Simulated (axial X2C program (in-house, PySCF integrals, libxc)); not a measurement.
## Nuclear properties of SbO⁻

Calculated with an in-house all-electron X2C program for linear molecules (integrals from PySCF): two-component X2C with atomic mean-field Coulomb and Gaunt terms, Gaussian nuclei, basis Sb dyall-acv3z, O dyall-av3z with contracted cores.

R = 1.870 Å (near the PBE0 minimum at charge -1 of the determinant lowest at the starting distance; the state shown can have its own minimum elsewhere).

Input and command:
```json
{"zs": [51, 8], "q": -1, "bas": ["dyall-acv3z", "dyall-av3z"], "r0": 1.9, "levels": ["PBE0", "HF", "B3LYP", "BHandHLYP", "r2SCAN"], "nst": 3}
```
```bash
python soeom.py task.json out
```

Keys: zs atomic numbers; q charge; bas basis sets; r0 starting distance in Å; levels methods; nst determinants followed.

Determinant lowest in the PBE0 search, Ω = 1 (⟨Sz⟩ = 1.00, ⟨Lz⟩ = 0.00 at PBE0), spin on the atoms Sb 0.81, O 0.18:

```tsv
level	Eeff magnitude (GV/cm)	Ws magnitude Sb (kHz)	A∥/gI Sb (MHz)	qzz Sb (a.u.)	A∥/gI O (MHz)	qzz O (a.u.)
PBE0	0.105	0.383	-746	-0.53	-39.2	0.68
HF	1.69	1.35	-803	-1.53	30.3	0.80
B3LYP	0.504	0.0246	-639	-0.17	-43.4	0.61
BHandHLYP	0.106	0.286	-636	-0.37	-24.7	0.64
r2SCAN	0.49	0.593	-712	-0.31	-24.3	0.65
```

Determinant 0.39 eV from it at PBE0 and this distance, Ω = 0 (closed shell), highest spinor 66% Sb p, 19% O p, 9% Sb d:

```csv
level,qzz Sb (a.u.),qzz O (a.u.)
PBE0,-0.26,0.68
HF,-1.55,0.84
B3LYP,-0.12,0.66
BHandHLYP,-0.50,0.73
r2SCAN,0.07,0.64
```

Eeff is the effective electric field on the electron electric dipole moment in this Ω state and Ws the scalar–pseudoscalar constant of the nucleus named (defined with the proton number Z and per Ω); A∥ (defined per Ω) follows by multiplying with gI = μI/(I μN); qzz is the electric field gradient, eQq0 = 234.96 MHz × Q/barn × qzz. The operators were transformed with the bare-nucleus X2C matrices; with these basis sets, hyperfine constants and field gradients can be off by tens of per cent, and where levels differ in sign neither size nor sign is settled.

Task: With gI(121Sb) = 1.3454, Q(17O) = -0.02558 barn (g factors from the IAEA table of nuclear moments by Stone; Q from Pyykkö, Mol. Phys. 2018), turn the PBE0 values of the first state into constants in MHz.

Result: A∥(121Sb) = -746 × 1.3454 = -1000 MHz; eQq0(17O) = 234.96 × (-0.02558) × (0.68) = -4.09 MHz.

Each state is one determinant with collinear spin, which with several unpaired electrons need not be a pure state. Unrestricted Hartree–Fock can overshoot spin polarisation at the nuclei. In the state Ω = 1 the sign of Eeff differs between levels (B3LYP, BHandHLYP against PBE0). For an anion, determinants above electron detachment, or with a positive highest level, are held by the basis set. A closed determinant beside an open π² or δ² triplet, such as (π1/2)², mixes with its partner pair into the 0⁺ component of the triplet and ¹Σ⁺, so its energy is not that of a level, and 0⁺ can lie lowest. With several open shells hyperfine constants can be off by a factor of several. Where Eeff spreads by more than a factor of two the levels disagree and none is to be relied on. Open-shell Ω = 0 determinants with evenly filled partner blocks cannot be reached by this program, so the Ω shown need not be the lowest component. States lie within half an eV, so the first need not be the ground state. Further determinants of the search, some of them spin-mixed, are not shown. Where a field gradient or hyperfine factor spreads by more than a factor of two over the levels, a constant derived from it is not to be relied on. PBE0 term energies can be off by some tenths of an eV.
